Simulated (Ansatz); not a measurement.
A nudged elastic band was laid between two geometries of AlH9N2O2Si (15 atoms, charge 0, multiplicity 1).

Level of theory: RKS LDA/def2-SVP (Ansatz).

```yaml
movable_images: 7
climbing_image: yes
spring: 0.1 eV/Å²
optimiser: quadratic models (default)
start_path: through a guess of the saddle point
force_threshold: 0.05 eV/Å
iteration_limit: 60
end_points: relaxed
```

Initial state:

```xyz
15
Properties=species:S:1:pos:R:3
Al -0.027 0.213 0.349
O -0.497 -0.297 1.922
H -0.827 -1.189 2.111
O 1.129 -0.598 -0.625
H 1.895 -1.061 -0.253
N -1.379 0.870 -0.770
H -2.359 0.699 -0.506
H -1.281 0.630 -1.768
N 0.431 2.070 0.672
H 1.374 2.402 0.416
Si -0.850 2.924 -0.405
H -0.554 2.977 -1.885
H -2.245 3.045 0.163
H -0.339 4.335 -0.025
H 0.294 2.342 1.661
```

Final state:

```xyz
15
Properties=species:S:1:pos:R:3
Al 0.314 0.574 0.472
O -0.334 0.102 2.009
H -1.905 -0.473 0.228
O 1.608 -0.339 -0.207
H 1.943 -1.126 0.249
N -1.344 0.037 -0.474
H -1.174 -0.559 -1.296
H -1.854 0.897 -0.760
N 0.460 2.323 -0.014
H 1.424 2.653 -0.147
Si -0.765 3.466 -0.356
H -2.042 2.687 -0.672
H -1.168 4.416 0.752
H -0.473 4.320 -1.569
H 0.074 0.387 2.842
```

(1) What changes between the two ends?

(2) Give the energies along the band, and the barrier.

(3) What is the geometry of the highest image?

The band took 34 iterations and about 19 core-minutes.

Results:

(1) Bonds broken: O2–H3, N9–H15. Bonds formed: O2–H15, H3–N6.

(2) It converged. The highest image is number 4 of 0 to 8, 0.76 eV above the first end and 0.86 eV above the last; the last end lies 0.10 eV below the first. The order of the point at the top wasn't checked. The orbitals stay closed-shell, which can raise the energy where a bond breaks towards radicals; this wasn't checked here.

```tsv
image	path coordinate (Å)	energy (eV)	O2–H3 (Å)	N9–H15 (Å)	O2–H15 (Å)
0	0.00	0.00	0.97	1.03	2.77
1	0.86	0.07	0.97	1.03	2.61
2	1.72	0.18	0.97	1.04	2.15
3	2.57	0.36	0.97	1.06	1.85
4	3.42	0.76	0.98	1.47	1.13
5	5.01	0.71	1.04	2.42	0.99
6	6.59	0.02	1.98	3.21	0.97
7	8.17	-0.06	2.42	3.43	0.97
8	9.76	-0.10	2.44	3.47	0.97
```

(3) 
```xyz
15
Properties=species:S:1:pos:R:3
Al 0.098 0.273 0.054
O -0.333 0.316 1.907
H -1.278 0.306 2.152
O 1.537 -0.627 -0.141
H 1.635 -1.343 -0.785
N -1.424 0.201 -0.890
H -2.095 -0.573 -0.882
H -1.469 0.663 -1.806
N 0.444 2.094 0.460
H 1.425 2.407 0.481
Si -0.682 3.283 -0.159
H -0.919 3.189 -1.649
H -2.007 3.131 0.540
H -0.151 4.669 0.121
H -0.016 1.374 1.652
```

Run time: 5 min on 4 threads of Arm Neoverse V1, on a shared host, peak memory 0.2 GiB.
